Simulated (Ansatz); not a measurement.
As (SMILES [As-]), charge -1, triplet (a gas-phase anion, which may not be bound at this level); Ansatz (a first-principles code) with HF/def2-TZVP.

The Ansatz input:
Ansatz 0.2 input:
```yaml
crystal:
  periodic: [false, false, false]
  atoms:
    - {symbol: As, position_ang: [0.00000000, 0.00000000, 0.00000000]}
basis:
  gaussian:
    orbitals: def2-TZVP
hamiltonian:
  xc: hf
total_charge: -1
magnetization: {spin_polarized: true, initial_magnetization: 2}
accuracy: high
```

The log (banner, timings and long lists left out):

```
Functional definition: HF
469 factors; integrals over basis functions are off by at most 4.7e-9 eV
mean field evaluation 1: about -60794.3426 eV, gradient 8.4e0 eV
mean field evaluation 2: about -60794.3564 eV, gradient 8.3e0 eV
mean field evaluation 4: about -60794.7582 eV, gradient 1.3e0 eV
mean field evaluation 8: about -60794.7889 eV, gradient 2.1e-2 eV
mean field evaluation 16: about -60794.7890 eV, gradient 2.8e-8 eV
mean field evaluation 32: about -60794.7847 eV, gradient 4.9e-1 eV
mean field -60794.78899096 eV, -2234.1672872299 hartree, gradient 3.1e-8 eV, S^2 2.011065; 0 other end points of the search recorded, 0 dependent functions left out
reference -60794.78899096 eV, -2234.1672872299 hartree; 18, 16 occupied and 30, 32 virtual orbitals, 469 factors
Total energy: -60794.78899096 eV, -2234.1672872299 hartree
```
